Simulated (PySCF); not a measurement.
# How methods differ on the excitation energy of S

S [Ne] 3s2 3p4 (3P) → S [Ne] 3s2 3p3 4s1 (5S), as a difference of total energies. Computed with PySCF 2.14 in dyall-av3z (19s12p3d2f, 84 functions), with the non-relativistic Hamiltonian (point nucleus). Correlated levels: valence: [Ne] frozen; virtual orbitals above 40 to 60 times the deepest correlated orbital energy dropped. The calculations carry no spin-orbit coupling.

```csv
method,excitation energy (eV),error (eV)
UHF,5.931,-0.569
MP2 (valence),6.386,-0.114
SCS-MP2 (valence),6.582,+0.082
CCSD (valence),6.497,-0.003
CCSD(T) (valence),6.506,+0.006
```

Reference: 6.500 eV (measured; NIST levels, between the centres of gravity of the two terms).

Errors of the correlated levels include the incompleteness of this basis and the frozen core.
